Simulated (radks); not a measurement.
Question: The mean radii <r> (bohr) of the occupied orbitals of an atom or ion are listed with their occupations. All-electron calculation, scalar-relativistic Kohn-Sham, BP86, spin-polarised, spherical densities, finite nucleus; Fermi nuclear charge, rms radius of each element as measured or else 0.836 A^(1/3) + 0.57 fm. Program: a radial shooting solver on a logarithmic mesh with Libxc functionals.

orbital  occ.      <r>
1s down     1  0.01899
1s up       1  0.01899
2s up       1  0.08038
2s down     1  0.08038
2p up       3  0.07172
2p down     3  0.07172
3s up       1   0.2087
3s down     1   0.2087
3p up       3   0.2085
3p down     3   0.2085
3d up       5   0.1890
3d down     5   0.1890
4s up       1   0.4683
4s down     1   0.4683
4p up       3   0.4976
4p down     3   0.4976
4d up       5   0.5353
4d down     5   0.5352
5s up       1    1.132
5s down     1    1.129
5p up       3    1.325
5p down     3    1.320
4f up       7   0.6746
4f down     7   0.6718
5d up       1    1.922

Name the element and its charge. Open shells, if any, are filled with parallel spins first.

Answer: Z = 72, hafnium, charge +3: Hf3+ in [Xe] 4f14 5d1. The 1s radius gives Z: for a bare nucleus <r> = (2 gamma + 1)/(2Z) with gamma = sqrt(1 - (Z/c)^2), 0.01876 bohr for Z = 72, and screening makes it slightly larger (0.01899 here). The occupations add up to 69, and the charge is Z minus that.
